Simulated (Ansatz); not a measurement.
Molecule: ZnI₂, charge 1, multiplicity 2. The spin state was set by rule; other spins were not relaxed. 
Geometry from a B3LYP-D3(BJ)/def2-TZVP (Ansatz, a first-principles code) optimisation:
```
Zn
I 1 2.4591
I 1 2.4591 2 180.00
```
Charge +1, spin multiplicity 2.

Basis-set convergence of Hartree-Fock and MP2 correlation energies (hartree) with Ansatz. Cores are frozen in the correlated levels unless marked. Open shells are spin-unrestricted. Spin-orbit coupling is left out. Frozen are the shells of the preceding noble gas and the d and f shells that filled before the atom's block. Past Kr the def2 sets carry scalar-relativistic core potentials.

```
basis       functions        E(HF)  E(corr, MP2)
----------  ---------  -----------  ------------
def2-SVP           83  -2370.65899      -0.45980
def2-TZVPP        164            ?             ?
```

Task: Fill in the missing entries.

Result: 
- def2-TZVPP, E(HF): -2370.92445
- def2-TZVPP, E(corr, MP2): -0.72532
